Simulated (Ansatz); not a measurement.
A structure relaxed at PBE0-D4/def2-TZVP, charge 0, multiplicity 1:

```csv
atom,x (Å),y (Å),z (Å)
O1,0.240,1.876,0.306
Si2,-0.439,0.503,-0.281
O3,-1.861,0.196,0.493
Si4,1.172,-1.138,0.191
F5,0.636,-2.551,-0.369
H6,-0.264,2.691,0.271
H7,-0.743,0.621,-1.739
H8,-2.612,-0.052,-0.047
H9,2.470,-0.859,-0.478
H10,1.401,-1.287,1.652
```

Q: Give its formula and SMILES.

A: FH5O2Si2, `O[SiH](O)[SiH2]F`.

Q: Summarise the bond lengths by kind.

A: 2 × O–Si 1.640 to 1.648 Å; 2 × H–O 0.958 to 0.959 Å; 1 × Si–Si 2.348 Å; 3 × H–Si 1.486 to 1.495 Å; 1 × F–Si 1.611 Å.

All numbers were calculated with Ansatz.
